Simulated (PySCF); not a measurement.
## Be (beryllium, neutral): UHF calculation

Configuration: [He] 2s1 3d1, high-spin 3D determinant (an excited configuration). Calculation: PySCF 2.14, in aug-cc-pV5Z; no relativity, point nucleus.

* Total energy: -14.309592 hartree
* One-electron energy: -18.1720 hartree
* Hartree (Coulomb) energy: 6.4504 hartree
* Exchange energy: -2.5880 hartree
* Kinetic energy: 14.41400 hartree
* ⟨S²⟩: 2.0000
* ⟨L²⟩: 6.001
* Sum of ⟨r⟩: 9.207 bohr
* Sum of ⟨r²⟩: 46.55 bohr²
* Traceless quadrupole moment −½Σ⟨3z² − r²⟩ along its main axis: 11.3 e·bohr²
* Density at the nucleus (Gaussians lack the cusp): 34.7 bohr⁻³
* Spin density at the nucleus: 0.975 bohr⁻³
* Langevin diamagnetic susceptibility: -36.9 ×10⁻⁶ cm³/mol

| shell | electrons | mean orbital energy (eV) | rms radius, mean of both spins (bohr) |
| --- | --- | --- | --- |
| 1s α | 1 | -135.57 | 0.482 |
| 1s β | 1 | -134.49 | 0.482 |
| 2s α | 1 | -13.339 | 2.52 |
| 3d α | 1 | -0.882 | 6.30 |

The outer electron is Rydberg-like, and this basis confines it to a smaller radius and binds it less than a complete one would.

Spin-orbit constants ζ (cm⁻¹) from the X2C one-electron operator on these orbitals (non-relativistic here): bare nucleus, nucleus screened by l(l+1)(2l+1)/3 electrons, and screened by the Breit-Pauli mean field of the electrons.

```tsv
shell	bare	screened nucleus	mean field
3d	0.2222	0.05554	0.04178
```

To first order the Landé constant is A = 0.02089 cm⁻¹, so the lowest level has J = 1 and lies 7.77e-06 eV below the centre of the term. This holds in LS coupling only.
